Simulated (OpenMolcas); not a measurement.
## Predicting a hybrid from its neighbours: C2H5ClSi

C2H5ClSi has 9 atoms, charge 0, and is taken as a singlet. SMILES: `ClC1C[SiH2]1`. The coordinates come from a PBE0-D4/def2-TZVP relaxation.

The HOMO–LUMO gap y, in eV, basis def2-SVP; a is the functional's share of exact exchange. Programs: OpenMolcas 26.06.

| functional | program | a | y (eV) |
| --- | --- | --- | --- |
| PBE | OpenMolcas | 0 | 5.03 |
| r2SCAN | OpenMolcas | 0 | 5.49 |
| B3LYP | OpenMolcas | 0.2 | ? |
| PBE0 | OpenMolcas | 0.25 | 7.13 |
| BHLYP | OpenMolcas | 0.5 | 9.16 |

Problem. Fit y = c + s·a to the known rows and predict B3LYP.

Solution. 
1. Means of the 4 rows: a = 0.1875, y = 6.703.
2. Σ(Δa)² = 0.17188, Σ(Δa·Δy) = 1.3356, so the slope is 1.3356/0.17188 = 7.7705.
3. Intercept: 6.703 − (7.7705) × 0.1875 = 5.246. The largest residual of the fit is 0.24.
4. B3LYP: 5.246 + (7.7705) × 0.2 = 6.80 eV.

The run gave 6.69 eV, so the prediction is off by +0.11 eV, within the largest residual. Exact exchange lowers occupied levels and raises empty ones. The rows mix families of semi-local functionals, which the line can't see.
